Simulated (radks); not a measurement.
Fe3+, 23 electrons, occupied as [Ar] 3d4 4d1 (not the ground configuration). All-electron calculation, non-relativistic Kohn-Sham, r2SCAN, spin-unpolarised, spherical densities, point nucleus; meta-GGA in the generalised Kohn-Sham scheme. Program: a radial shooting solver on a logarithmic mesh with Libxc functionals.

Radial electron density D(r) = 4 pi r^2 rho(r):

```
   r/bohr * D(r) (the largest magnitude, 34.6, reaches the edge; | marks zero)
 0.006637 |      *
 0.008711 |          *
  0.01143 |                *
  0.01501 |                        *
  0.01986 |                                 *
  0.02607 |                                         *
  0.03421 |                                               *
  0.04491 |                                                *
  0.05895 |                                            *
  0.07799 |                                       *
   0.1024 |                                       *
   0.1344 |                                              *
   0.1764 |                                                      *
   0.2315 |                                                  *
   0.3063 |                                 *
   0.4021 |                    *
   0.5278 |                     *
   0.6927 |                         *
   0.9093 |                   *
    1.193 |         *
    1.579 |  *
    2.073 |*
    2.721 |*
    3.571 |*
    4.687 *
    6.202 *
    8.141 *
```

D(r) has 3 maxima, at r = 0.0415, 0.188, 0.687 bohr, and minima at 0.0901, 0.446 bohr, inside which lie 2.12, 10.66 electrons.
